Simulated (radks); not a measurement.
Results of a calculation; reference values are marked as such.
Os+, configuration [Kr] 4d10 4f14 5s2 5p4 5d6 6s1 6d2 (not the ground configuration). Code: a radial shooting solver on a logarithmic mesh with Libxc functionals. Model: Dirac Kohn-Sham, LDA (Slater exchange, Perdew-Wang correlation), spin-unpolarised, spherical densities, point nucleus; open shells fill j = l - 1/2 first.

Normalised radial functions P(r) = r R(r) (large component), r in bohr:

```
   r/bohr * 4f5/2, o 4f7/2, + 6d3/2 (the largest magnitude, 1.34, reaches the edge; | marks zero, & curves that meet)
 0.002794                             &
 0.004515                             &
 0.007297                             &
  0.01179                             &
  0.01906                             &
   0.0308                             &
  0.04977                             |&
  0.08044                             | &
    0.131                             | +    o*
   0.2118                             +                o*
   0.3422                          +  |                          &
   0.5531                             +                        &
   0.8938                             |   +        *o
    1.444                             |  +&
    2.334                         +   *o
    3.772                   +         &
    6.097                     +       &
    9.853                           + &
    15.92                             &
```

4f5/2: eigenvalue -81.071 eV, 0 radial nodes, <r> = 0.549 bohr, 90 % of the charge inside 0.894 bohr. 4f7/2: eigenvalue -78.245 eV, 0 radial nodes, <r> = 0.557 bohr, 90 % of the charge inside 0.907 bohr. 6d3/2: eigenvalue -5.298 eV, 3 radial nodes at r = 0.200, 0.581, 1.89 bohr, <r> = 4.92 bohr, 90 % of the charge inside 7.21 bohr.
